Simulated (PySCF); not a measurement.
**First hyperpolarisability: SMILES COC1=C[C@H]2C=C[C@@H]1C2, C₈H₁₀O**

Geometry (Å), atoms numbered from 1 in this order:
```xyz
19

C     2.344    0.382   -0.578
O     1.187   -0.325   -0.214
C     0.059    0.388   -0.187
C    -0.211    1.673   -0.476
C    -1.735    1.803   -0.332
C    -2.388    0.932   -1.417
C    -2.096   -0.339   -1.125
C    -1.252   -0.316    0.157
C    -1.950    0.861    0.876
H     3.184   -0.322   -0.535
H     2.255    0.787   -1.602
H     2.530    1.221    0.115
H     0.454    2.453   -0.844
H    -2.115    2.829   -0.247
H    -2.930    1.312   -2.285
H    -2.337   -1.237   -1.695
H    -1.133   -1.268    0.690
H    -1.422    1.196    1.781
H    -3.010    0.659    1.094
```

Method: quadratic response CAM-B3LYP/aug-cc-pVDZ first hyperpolarisability, Taylor convention, gas phase in PySCF. Geometry: PBE0-D3(BJ)/def2-SVP.

Task: What is the first hyperpolarisability, and how does it disperse?

Result: In 10⁻³⁰ esu, Taylor convention; the vector part is βᵢ = ⅓ Σⱼ (βᵢⱼⱼ + βⱼᵢⱼ + βⱼⱼᵢ); β∥ is 3/5 of the vector part along the dipole, the dipole points from − to +:
| process | λ (nm) | β vector norm | β∥ | β HRS | depolarisation ratio |
| --- | --- | --- | --- | --- | --- |
| static β(0;0,0) | ∞ | 1.53 | -0.07 | 0.66 | 4.44 |
| second harmonic β(−2ω;ω,ω) | 1907 | 1.61 | -0.08 | 0.70 | 4.34 |
| Pockels β(−ω;ω,0) | 1907 | 1.55 | -0.08 | – | – |
| second harmonic β(−2ω;ω,ω) | 1064 | 1.83 | -0.11 | 0.80 | 4.10 |
| Pockels β(−ω;ω,0) | 1064 | 1.62 | -0.08 | – | – |

Task: Which lowest excitations, dipole and polarisabilities go with it?

Result: S1 4.92 eV (f = 0.006); S2 5.25 eV (f = 0.015); S3 5.76 eV (f = 0.010); dipole 0.97 D; isotropic α 91.8 au static, 92.0 au at 1907 nm, 92.5 au at 1064 nm, 92.7 au at 953.5 nm, 95.1 au at 532 nm.
